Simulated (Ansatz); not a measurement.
System: PO, charge 0, doublet. PO (SMILES O=[P], doublet).
B3LYP-D3(BJ)/def2-TZVP minimum from Ansatz (a program for electronic structure):
```
P
O 1 1.4798
```
Charge 0, spin multiplicity 2.

Wanted: atomisation energy (electronic, to ground-state atoms), in kcal/mol. UHF or UKS for unpaired electrons; spin-orbit terms are left out. CBS(X,Y): correlation extrapolated as X^-3, Hartree-Fock from the larger set (Q,5: extrapolated as (X+1)exp(-9√X)). A bracket is a step between two methods taken in the basis named. Functionals run without relativity, which enters their misses. Double hybrids freeze cores in their MP2 part. 'core' is core correlation in cc-pwCVTZ (1s frozen past Ne), 'X2C' scalar relativity in cc-pVTZ-DK, both at CCSD(T).

CCSD(T)/CBS(cc-pV(Q+d)Z,cc-pV(5+d)Z) + [CCSDT(Q) - CCSD(T)]/cc-pV(Q+d)Z + [CCSDTQ - CCSDT(Q)]/cc-pV(D+d)Z + core + X2C (Ansatz) gives 143.3 kcal/mol.

Q: How far off this value is PBE/def2-TZVPD (Ansatz), in which direction, and which of these levels come nearer: r2SCAN/def2-TZVPD, B3LYP/def2-TZVPD, wB97M-V/def2-TZVPD, B2PLYP/def2-TZVPD, CCSD(T)/CBS(cc-pV(Q+d)Z,cc-pV(5+d)Z) + core + X2C?

A: PBE gives 153.2 kcal/mol, 9.9 kcal/mol above it. Differences of the others: r2SCAN/def2-TZVPD (Ansatz) -1.2; B3LYP/def2-TZVPD (Ansatz) 0.6; wB97M-V/def2-TZVPD (Ansatz) 2.4; B2PLYP/def2-TZVPD (Ansatz) 0.2; CCSD(T)/CBS(cc-pV(Q+d)Z,cc-pV(5+d)Z) + core + X2C (Ansatz) -0.3 kcal/mol. Nearer than PBE: r2SCAN/def2-TZVPD, B3LYP/def2-TZVPD, wB97M-V/def2-TZVPD, B2PLYP/def2-TZVPD, CCSD(T)/CBS(cc-pV(Q+d)Z,cc-pV(5+d)Z) + core + X2C.
